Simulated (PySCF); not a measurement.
Molecule: `C(#C)[C@]12CC[C@H](C1)C2`, C$_{8}$H$_{10}$.

Bonds (- single, = double, # triple, : aromatic): C1#C2, C2-C3, C3-C4, C4-C5, C5-C6, C6-C7, C6-C8, C7-C3, C8-C3. C1 carries H9; C4 carries H10, H11; C5 carries H12, H13; C6 carries H14; C7 carries H15, H16; C8 carries H17, H18. Stereochemistry as in C#C[C@]12CC[C@H](C1)C2. H16, H18 are cis to C5 on the ring; H15, H17 are trans to C5 on the ring.

Frames of a GFN2-xTB Langevin trajectory at 400 K; GIAO PBE0/pcSseg-1 shieldings in PySCF 2.14, gas phase, non-relativistic; equivalent atoms averaged within each frame.

References, each an isolated molecule treated in the same way: ¹³C (σ = 186.93 ppm), ¹H (σ = 31.72 ppm) vs TMS. The references are static minima.

How do the shifts (ppm) fluctuate along the trajectory?

## Answers


```
         time (fs)    C2    C1  C7/C8    C6    C3    C5    C4    H9   H14  H12/H13
               250  94.0  79.2   48.8  48.4  46.4  34.2  32.0  3.35  3.30     2.10
               425  97.3  77.1   50.2  42.3  50.1  41.7  39.6  1.58  3.40     2.84
               625  91.5  79.4   51.8  36.7  43.4  40.9  46.2  1.06  2.47     3.45
               800  96.3  84.9   44.2  37.6  47.1  36.4  43.5  2.84  0.86     2.22
              1000  92.9  86.2   49.6  35.9  49.6  40.3  46.2  2.07  1.41     2.18
    mean of frames  94.4  81.4   48.9  40.2  47.3  38.7  41.5  2.18  2.29     2.56
standard deviation   2.4   3.9    2.9   5.2   2.7   3.3   6.0  0.93  1.13     0.58
```

5 frames give an uncertainty of the mean of about the standard deviation over 2.2 at best, since frames this close in time may not be independent; classical motion lacks zero-point vibration, and the reference would need the same averaging.
